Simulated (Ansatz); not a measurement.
Consider the hydrogenolysis of the Si–Ge bond: `C[SiH](N)[GeH3]` + H₂ → `C[SiH2]N` + GeH₄.

Gas-phase electronic energies from Ansatz, PBE0-D4/def2-TZVP geometries. CCSD(T)/CBS is the MP2 limit (def2-TZVPP, def2-QZVPP) plus CCSD(T) − MP2 in def2-TZVPP, frozen cores. This one scheme is used for every species. Functionals use def2-TZVPP. B3LYP here is the variant with VWN-RPA as its local correlation; programs differ in this. HSE06 is defined as in plane-wave codes. For Ge outer-core shells are correlated without core-valence functions, which leaves a few kJ/mol of doubt a bond. Scalar relativity is left out up to krypton. Each species was taken in one conformer, which may not be the lowest.

```tsv
level	ΔE (kJ/mol)	difference from CCSD(T)/CBS
LDA (SPW92)	0.6	5.1
PBE-D4	6.3	10.8
revPBE-D4	8.9	13.4
BLYP-D4	0.6	5.1
r2SCAN-D4	-0.5	4.0
B97M-V	-12.9	-8.4
PBE0-D4	-0.4	4.1
B3LYP-D4	-5.2	-0.7
r2SCANh-D4	-2.2	2.3
r2SCAN0-D4	-4.8	-0.3
HSE06-D4	-0.3	4.2
BHLYP-D4	-12.8	-8.3
CAM-B3LYP-D4	-14.3	-9.8
ωB97X-V	-10.4	-5.9
B2PLYP	-13.8	-9.3
PBE-QIDH	-8.3	-3.8
PBE	-1.1	3.4
revPBE	-3.3	1.2
BLYP	-13.5	-9.0
PBE0	-7.2	-2.7
B3LYP	-17.1	-12.6
r2SCANh	-4.6	-0.1
r2SCAN0	-7.4	-2.9
HSE06	-6.9	-2.4
BHLYP	-24.7	-20.2
CAM-B3LYP	-21.6	-17.1
LC-ωPBE	-14.1	-9.6
HF/def2-SVP	-47.6	-43.1
MP2/def2-SVP	-19.8	-15.3
CCSD(T)/def2-SVP	-23.2	-18.7
HF/def2-TZVPP	-40.5	-36.0
MP2/def2-TZVPP	-5.2	-0.7
SCS-MP2/def2-TZVPP	-13.3	-8.8
CCSD/def2-TZVPP	-14.1	-9.6
CCSD(T)/def2-TZVPP	-8.7	-4.2
HF/def2-QZVPP	-41.8	-37.3
SCS-MP2/def2-QZVPP	-11.9	-7.4
HF/CBS(def2)	-42.0	-37.5
MP2/CBS(def2)	-1.0	3.5
CCSD/CBS(def2)	-10.0	-5.5
CCSD(T)/CBS	-4.5	0
```

Question: What do rigid-rotor, harmonic-oscillator terms from PBE0-D4/def2-TZVP frequencies (298.15 K, 1 bar) make of the CCSD(T)/CBS value? (Best estimate.)

Answer: Ansatz gave: ΔZPE = +10.4 kJ/mol, ΔH = +0.6 kJ/mol, ΔS = 13 J/(mol·K), ΔG = -3.3 kJ/mol.

Largest T1 diagnostic among the species: 0.012.

From PBE to PBE0 (25 % exact exchange), in def2-TZVPP and without D4, ΔE moves by −6.1 kJ/mol. In def2-TZVPP, CCSD(T) changes the Hartree–Fock value by +31.8 kJ/mol (the triples alone add +5.5 kJ/mol) and MP2 by +35.3 kJ/mol.

CCSD(T)/CBS has its own doubt, a few kJ/mol and more with outer-core shells, so smaller differences from it don't rank the levels.
